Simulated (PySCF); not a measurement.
Job for PySCF: R-B3LYP/LANL2DZ on CH3Br (SMILES CBr).

```python
from pyscf import gto, scf, dft, mp
from pyscf.data.elements import chemcore

mol = gto.M(
    atom='''
    C    -0.40019675   -1.20312296    3.35895687
    Br   -0.35025680    0.67656043    3.91352201
    H    -0.30322324   -1.22604569    2.27902456
    H    -1.35179098   -1.61052114    3.68113248
    H     0.42935547   -1.70566992    3.84330791
    ''',
    basis='lanl2dz',
    ecp={'Br': 'lanl2dz'},
    charge=0, spin=0, verbose=3, max_memory=1800)
mf = dft.RKS(mol, xc='b3lyp')
mf.conv_tol = 1e-8
mf.max_cycle = 100
mf.kernel()
if not mf.converged:
    mf = mf.newton().run(mf.mo_coeff, mf.mo_occ)
```

Problem. Give the final energy of this run.

Solution. -53.0677 hartree.
